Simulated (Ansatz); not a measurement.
`[OH][Al]([OH])[CH]1B[SiH2]1`, charge 0, multiplicity 1.

Question: Give a relaxed structure at PBE0-D4/def2-TZVP (Ansatz 0.2.0). (An estimate is asked.)

Answer: Computed: 
Cartesian coordinates in Å:
```
O 1.258 0.077 -1.999
Al 0.339 0.605 -0.674
O 0.265 2.219 -0.158
C -1.052 -0.652 -0.095
B -1.664 -0.550 1.234
Si 0.190 -1.103 1.295
H 1.824 0.644 -2.519
H 0.903 2.889 -0.392
H -1.475 -1.057 -1.015
H -2.717 -0.558 1.777
H 0.832 -2.432 1.447
H 1.298 -0.082 1.100
```
This is one stationary point; other conformers may exist.
